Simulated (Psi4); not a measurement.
C$_{4}$H$_{9}$O (SMILES CC(C)(C)[O]), doublet, at a GFN2-xTB geometry; MP2/STO-3G (Psi4).

The Psi4 input:
```
memory 2 GB

molecule mol {
0 2
C     1.101851    0.089524   -1.006600
C     0.017726   -0.037210    0.142734
C    -1.001386   -1.099861   -0.335568
C    -0.655913    1.351639    0.260624
O     0.674743   -0.392709    1.223802
H     0.601904    0.382948   -1.923436
H     1.832732    0.834838   -0.710337
H     1.592325   -0.871110   -1.125215
H    -1.450055   -0.807292   -1.280409
H    -1.778000   -1.195270    0.419622
H    -0.512698   -2.064113   -0.445493
H     0.073641    2.096590    0.566369
H    -1.104467    1.645022   -0.684019
H    -1.426992    1.295512    1.025368
}

set {
  basis sto-3g
  reference uhf
}

energy('mp2')
print_variables()
```

Output, abridged:

```
    SCF Algorithm Type (re)set to DF.

   => Loading Basis Set <=

    Name: STO-3G
    Role: ORBITAL
    Keyword: BASIS

         ---------------------------------------------------------
                                   SCF
               by Justin Turney, Rob Parrish, Andy Simmonett
                          and Daniel G. A. Smith
                              UHF Reference
         ---------------------------------------------------------

  ==> Geometry <==

    Molecular point group: c1
    Full point group: C1

    Geometry (in Angstrom), charge = 0, multiplicity = 2:

       Center              X                  Y                   Z               Mass
    ------------   -----------------  -----------------  -----------------  -----------------
         C            1.072408999736     0.107382144250    -1.062971537361    12.000000000000
         C           -0.011716000264    -0.019351855750     0.086362462639    12.000000000000
         C           -1.030828000264    -1.082002855750    -0.391939537361    12.000000000000
         C           -0.685355000264     1.369497144250     0.204252462639    12.000000000000
         O            0.645300999736    -0.374850855750     1.167430462639    15.994914619570
         H            0.572461999736     0.400806144250    -1.979807537361     1.007825032230
         H            1.803289999736     0.852696144250    -0.766708537361     1.007825032230
         H            1.562882999736    -0.853251855750    -1.181586537361     1.007825032230
         H           -1.479497000264    -0.789433855750    -1.336780537361     1.007825032230
         H           -1.807442000264    -1.177411855750     0.363250462639     1.007825032230
         H           -0.542140000264    -2.046254855750    -0.501864537361     1.007825032230
         H            0.044198999736     2.114448144250     0.509997462639     1.007825032230
         H           -1.133909000264     1.662880144250    -0.740390537361     1.007825032230
         H           -1.456434000264     1.313370144250     0.968996462639     1.007825032230

  Running in c1 symmetry.

  Rotational constants: A =      0.16667  B =      0.16355  C =      0.15165 [cm^-1]
  Rotational constants: A =   4996.59883  B =   4903.07982  C =   4546.29341 [MHz]
  Nuclear repulsion =  190.154826582172376

  Charge       = 0
  Multiplicity = 2
  Electrons    = 41
  Nalpha       = 21
  Nbeta        = 20

  ==> Algorithm <==

  SCF Algorithm Type is DF.
  DIIS enabled.
  MOM disabled.
  Fractional occupation disabled.
  Guess Type is SAD.
  Energy threshold   = 1.00e-08
  Density threshold  = 1.00e-08
  Integral threshold = 1.00e-12

  ==> Primary Basis <==

  Basis Set: STO-3G
    Blend: STO-3G
    Number of shells: 24
    Number of basis functions: 34
    Number of Cartesian functions: 34
    Spherical Harmonics?: true
    Max angular momentum: 1

   => Loading Basis Set <=

    Name: (STO-3G AUX)
    Role: JKFIT
    Keyword: DF_BASIS_SCF

  ==> Integral Setup <==

  SCF_SUBTYPE=INCORE selected. In-core MEM_DF algorithm will be used.
  Using in-core AOs.

  ==> MemDFJK: Density-Fitted J/K Matrices <==

    J tasked:                   Yes
    K tasked:                   Yes
    wK tasked:                   No
    Algorithm:                 Core
    Schwarz Cutoff:           1E-12
    Mask sparsity (%):       1.0381
    Fitting Condition:        1E-10

   => Auxiliary Basis Set <=

  Basis Set: (STO-3G AUX)
    Blend: DEF2-UNIVERSAL-JKFIT
    Number of shells: 179
    Number of basis functions: 539
    Number of Cartesian functions: 629
    Spherical Harmonics?: true
    Max angular momentum: 4

  Minimum eigenvalue in the overlap matrix is 2.0532212863E-01.
  Reciprocal condition number of the overlap matrix is 7.9958798967E-02.
    Using symmetric orthogonalization.

  ==> Pre-Iterations <==

  SCF Guess: Superposition of Atomic Densities via on-the-fly atomic UHF (no occupation information).

   -------------------------
    Irrep   Nso     Nmo
   -------------------------
     A         34      34
   -------------------------
    Total      34      34
   -------------------------

  ==> Iterations <==

                           Total Energy        Delta E     RMS |[F,P]|

   @DF-UHF iter SAD:  -224.34581319755563   -2.24346e+02   0.00000e+00
   @DF-UHF iter   1:  -228.46351558088060   -4.11770e+00   1.33505e-02 ADIIS/DIIS
   @DF-UHF iter   2:  -228.63940536646751   -1.75890e-01   7.14205e-03 ADIIS/DIIS
   @DF-UHF iter   3:  -228.68002639358684   -4.06210e-02   2.15440e-03 ADIIS/DIIS
   @DF-UHF iter   4:  -228.69003695061323   -1.00106e-02   4.49395e-04 ADIIS/DIIS
   @DF-UHF iter   5:  -228.69037910443654   -3.42154e-04   1.61585e-04 ADIIS/DIIS
   @DF-UHF iter   6:  -228.69043336877769   -5.42643e-05   7.99195e-05 DIIS
   @DF-UHF iter   7:  -228.69044870129386   -1.53325e-05   3.47420e-05 DIIS
   @DF-UHF iter   8:  -228.69045238394546   -3.68265e-06   1.35693e-05 DIIS
   @DF-UHF iter   9:  -228.69045292871834   -5.44773e-07   5.24922e-06 DIIS
   @DF-UHF iter  10:  -228.69045301122742   -8.25091e-08   1.49698e-06 DIIS
   @DF-UHF iter  11:  -228.69045301745777   -6.23035e-09   5.41699e-07 DIIS
   @DF-UHF iter  12:  -228.69045301828430   -8.26532e-10   2.69028e-07 DIIS
   @DF-UHF iter  13:  -228.69045301854572   -2.61423e-10   7.16226e-08 DIIS
   @DF-UHF iter  14:  -228.69045301856312   -1.73941e-11   2.41521e-08 DIIS
   @DF-UHF iter  15:  -228.69045301856480   -1.67688e-12   9.88764e-09 DIIS
  Energy and wave function converged.

  ==> Post-Iterations <==

   @Spin Contamination Metric:   6.232136128E-03
   @S^2 Expected:                7.500000000E-01
   @S^2 Observed:                7.562321361E-01
   @S   Expected:                5.000000000E-01
   @S   Observed:                5.000000000E-01

    Orbital Energies [Eh]
    ---------------------

    Alpha Occupied:

[...]
    Alpha Virtual:

[...]
      34A      0.863578

    Beta Occupied:

[...]
    Beta Virtual:

[...]
    Final Occupation by Irrep:
              A
    DOCC [    20 ]
    SOCC [     1 ]
    NA   [    21 ]
    NB   [    20 ]

  @DF-UHF Final Energy:  -228.69045301856480

   => Energetics <=

    Nuclear Repulsion Energy =            190.1548265821723760
    One-Electron Energy =                -688.5911247112019282
    Two-Electron Energy =                 269.7458451104647565
    Total Energy =                       -228.6904530185647673

  UHF NO Occupations:
  HONO-2 :   19  A 1.9989343
  HONO-1 :   20  A 1.9982026
  HONO-0 :   21  A 1.0000000
  LUNO+0 :   22  A 0.0017974
  LUNO+1 :   23  A 0.0010657
  LUNO+2 :   24  A 0.0001099
  LUNO+3 :   25  A 0.0000837

Computation Completed

Properties will be evaluated at   0.000000,   0.000000,   0.000000 [a0]

Properties computed using the SCF density matrix

 Multipole Moments:

 ------------------------------------------------------------------------------------
     Multipole            Electronic (a.u.)      Nuclear  (a.u.)        Total (a.u.)
 ------------------------------------------------------------------------------------

 L = 1.  Multiply by 2.5417464519 to convert [e a0] to [Debye]
 Dipole X            :          2.0902298           -2.2811262           -0.1908964
 Dipole Y            :         -1.2464497            1.3836365            0.1371868
 Dipole Z            :          3.9141025           -4.3675861           -0.4534837
 Magnitude           :                                                    0.5107926

 ------------------------------------------------------------------------------------

  //>>>>>>>>>>>>>>>>>>>>>>>>>>>>>>>>>>>//
  //               DFMP2               //
  //<<<<<<<<<<<<<<<<<<<<<<<<<<<<<<<<<<<//

   => Loading Basis Set <=

    Name: (STO-3G AUX)
    Role: RIFIT
    Keyword: DF_BASIS_MP2

	 --------------------------------------------------------
	                          DF-MP2
	      2nd-Order Density-Fitted Moller-Plesset Theory

	        Rob Parrish, Justin Turney, Andy Simmonett,
	           Ed Hohenstein, and C. David Sherrill
	 --------------------------------------------------------

	 --------------------------------------------------------
	                 NBF =    34, NAUX =   366
	 --------------------------------------------------------
	   CLASS    FOCC     OCC    AOCC    AVIR     VIR    FVIR
	   ALPHA       0      21      21      13      13       0
	    BETA       0      20      20      14      14       0
	 --------------------------------------------------------

	-----------------------------------------------------------
	 ==================> DF-MP2 Energies <====================
	-----------------------------------------------------------
	 Reference Energy          =    -228.6904530185647957 [Eh]
	 Singles Energy            =      -0.0000000000000000 [Eh]
	 Same-Spin Energy          =      -0.0244745900220672 [Eh]
	 Opposite-Spin Energy      =      -0.1964413297038216 [Eh]
	 Correlation Energy        =      -0.2209159197258888 [Eh]
	 Total Energy              =    -228.9113689382906784 [Eh]
	-----------------------------------------------------------
	 ================> DF-SCS-MP2 Energies <==================
	-----------------------------------------------------------
	 SCS Same-Spin Scale       =       0.3333333333333333 [-]
	 SCS Opposite-Spin Scale   =       1.2000000000000000 [-]
	 SCS Same-Spin Energy      =      -0.0081581966740224 [Eh]
	 SCS Opposite-Spin Energy  =      -0.2357295956445858 [Eh]
	 SCS Correlation Energy    =      -0.2438877923186083 [Eh]
	 SCS Total Energy          =    -228.9343408108834126 [Eh]
	-----------------------------------------------------------

  Variable Map:
  ----------------------------------------------------------------------------
[...]
  Array Variable Map:
  ----------------------------------------------------------------------------
[...]
[...]
```
